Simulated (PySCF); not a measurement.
# `InChI=1S/C5H4FN/c1-5(4-7)2-3-6/h3H,1H3`

Geometry:
| atom | x (Å) | y (Å) | z (Å) |
| --- | --- | --- | --- |
| C1 | -1.451 | -0.712 | 0.126 |
| C2 | -0.345 | 0.297 | 0.010 |
| C3 | 0.926 | 0.003 | -0.098 |
| C4 | 2.184 | -0.280 | -0.219 |
| F5 | 3.007 | -0.423 | 0.838 |
| C6 | -0.738 | 1.662 | 0.005 |
| N7 | -1.081 | 2.754 | 0.004 |
| H8 | -1.045 | -1.720 | 0.135 |
| H9 | -2.011 | -0.538 | 1.044 |
| H10 | -2.138 | -0.604 | -0.713 |
| H11 | 2.698 | -0.436 | -1.159 |

Level of theory: TDDFT CAM-B3LYP/def2-SVPD circular dichroism and optical rotation, one conformer, gas phase in PySCF. Geometry: GFN2-xTB.

No stereocentre is labelled: unless the shape is locked (an allene, a helicene, a hindered biaryl), the mirror image is equally populated and a measured rotation or CD is zero.

Task: Draw the ECD and absorption spectra from the lowest 8 states, each a Gaussian of half-width 0.2 eV at 1/e height.

Result: 
| E (eV) | λ (nm) | Δε (L mol⁻¹ cm⁻¹) | ε (L mol⁻¹ cm⁻¹) |
| --- | --- | --- | --- |
| 4.22 | 294 | 0.00 | 0.0922 |
| 4.37 | 283 | +0.02 | 2.23 |
| 4.52 | 274 | +0.14 | 17.6 |
| 4.67 | 265 | +0.35 | 44.9 |
| 4.82 | 257 | +0.29 | 37.2 |
| 4.97 | 249 | +0.08 | 10 |
| 5.12 | 242 | +0.01 | 0.875 |
| 5.27 | 235 | 0.00 | 0 |
| 5.42 | 229 | 0.00 | 0 |
| 5.57 | 222 | 0.00 | 0.233 |
| 5.72 | 217 | +0.01 | 22.2 |
| 5.87 | 211 | +0.29 | 684 |
| 6.02 | 206 | +2.48 | 6850 |
| 6.17 | 201 | +5.10 | 22300 |
| 6.32 | 196 | -1.82 | 23700 |
| 6.47 | 192 | -4.93 | 8220 |
| 6.62 | 187 | +0.98 | 983 |
| 6.77 | 183 | +1.58 | 61.6 |
| 6.92 | 179 | +0.31 | 5.88 |
| 7.07 | 175 | +0.07 | 67.9 |
| 7.22 | 172 | +1.20 | 1560 |
| 7.37 | 168 | +8.52 | 11900 |
| 7.52 | 165 | +15.28 | 31400 |
| 7.67 | 162 | -15.04 | 34800 |

Δε uses R in velocity form, ε uses f in length form. Only the states computed contribute, so the short-wavelength end is incomplete.
